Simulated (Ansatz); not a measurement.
Consider the substitution at a C–In bond: `C=[CH][InH2]` + `O[SiH2]F` → `C=CO[SiH2]F` + `[InH3]`.

Computed with Ansatz on PBE0-D4/def2-TZVP structures; ΔE is electronic, products minus reactants. CBS: MP2 limit from def2 TZ/QZ plus the TZ coupled-cluster correction, frozen cores. Functionals use def2-TZVPP. B3LYP here is the variant with VWN-RPA as its local correlation; programs differ in this. Elements past krypton have def2 core potentials. For In outer-core shells are correlated without core-valence functions, which leaves a few kJ/mol of doubt a bond. Each species was taken in one conformer, which may not be the lowest.

CCSD(T)/CBS gives +60.6 kJ/mol.

Another level gave +60.0 kJ/mol. Which?
A. B2PLYP/def2-TZVPP
B. B3LYP/def2-TZVPP
C. MP2/def2-TZVPP
D. SCS-MP2/def2-TZVPP

D. SCS-MP2/def2-TZVPP 60.0, B2PLYP 50.9, B3LYP 43.1, MP2/def2-TZVPP 65.7 kJ/mol.

Largest T1 diagnostic among the species: 0.014.

In def2-TZVPP, CCSD(T) changes the Hartree–Fock value by +15.7 kJ/mol (the triples alone add +1.6 kJ/mol) and MP2 by +24.9 kJ/mol.
